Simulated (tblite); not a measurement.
Species: C₆H₈F₂OS.
Cartesian coordinates in Å at the GFN2-xTB level; atoms count from 1:
```
atom  x, y, z in Å
C1    -2.0578   -0.7917    0.9878
C2    -0.9073    0.2105    0.9499
C3    -0.3669    0.4293   -0.4577
C4     0.5243   -0.7030   -0.9568
C5     1.8966   -0.4112   -0.4415
F6     2.7753   -1.4217   -0.3766
C7     2.1285    0.8391   -0.0731
F8     3.2613    1.3455    0.4166
S9     0.7105    1.9593   -0.4094
O10    0.8795    2.4017   -1.7870
H11   -1.7380   -1.7736    0.6485
H12   -2.8740   -0.4582    0.3514
H13   -2.4330   -0.8913    2.0027
H14   -1.2610    1.1682    1.3377
H15   -0.0992   -0.1322    1.5994
H16   -1.1789    0.6480   -1.1523
H17    0.1867   -1.6781   -0.6011
H18    0.5447   -0.7341   -2.0501
```

Computed with GFN2-xTB (tblite): harmonic, unscaled wavenumbers at the GFN2-xTB geometry, gas phase. The method is semi-empirical: single wavenumbers can be off by several per cent or more. One conformer, not necessarily the lowest.

Harmonic wavenumbers (cm⁻¹): 53.8, 83.4, 113.6, 145.5, 194.7, 219.5, 243.6, 269.3, 314.9, 338.8, 382.7, 412.2, 462.4, 515.3, 541.6, 649.1, 736.3, 821.8, 866.5, 936.8, 957.9, 1018.4, 1060.7, 1088.0, 1102.7, 1138.6, 1152.4, 1160.9, 1175.6, 1204.8, 1239.7, 1291.7, 1303.3, 1339.1, 1417.6, 1442.8, 1487.4, 1498.7, 1501.1, 1730.5, 2957.0, 2977.0, 2985.7, 2988.6, 2992.2, 3041.2, 3044.1, 3053.0.

A = 1388, B = 980.6, C = 715.0 MHz; mass 166.026 u (most abundant isotopes); point group C1, symmetry number 1.

Problem. Zero-point energy?

Solution. Half the sum of the wavenumbers: 28826 cm⁻¹ = 82.42 kcal/mol.

Problem. Entropy at 400 K, 1 bar (ideal gas, RRHO, classical rotation)?

Solution. Translation 42.72, rotation 31.06, vibration 41.07: S = 114.8 cal/(mol K).

Problem. And Cp and H(400 K) − H(0)?

Solution. Cp = 49.41 cal/(mol K), of which vibrations give 41.46 (their classical limit is 48 R = 95.4); H(400 K) − H(0) = 11.83 kcal/mol without the zero-point energy, 8.65 from vibrations.

Problem. What must be added to the electronic energy to get the Gibbs energy at 400 K and 1 bar?

Solution. ZPE + [H(400 K) − H(0)] − T·S = 82.42 + 11.83 − 45.94 = 48.31 kcal/mol.

Problem. How do the functions run with temperature in this model?

Solution. 
| T (K) | S (cal/(mol K)) | Cp (cal/(mol K)) | H − H(0) (kcal/mol) | G − H(0) (kcal/mol) | ln q(vib) |
| --- | --- | --- | --- | --- | --- |
| 100 | 70.8 | 19.5 | 1.30 | -5.78 | 1.51 |
| 200 | 87.8 | 30.4 | 3.82 | -13.75 | 4.23 |
| 300 | 102.0 | 40.1 | 7.35 | -23.25 | 7.03 |
| 500 | 126.8 | 57.4 | 17.19 | -46.19 | 12.47 |
| 800 | 157.6 | 73.7 | 37.08 | -89.02 | 20.10 |
| 1000 | 174.8 | 80.5 | 52.54 | -122.30 | 24.76 |

q(vib) and H(0) count from the zero-point level.

Hindered rotation and anharmonicity are outside this model. Other conformers, if any are populated, would add a mixing term that is left out. The structure is chiral; the term R ln 2 for an equal mix with its mirror image is left out.

Run on an x86-64 server with one thread, on a shared host. The figure is for the frequency step alone.
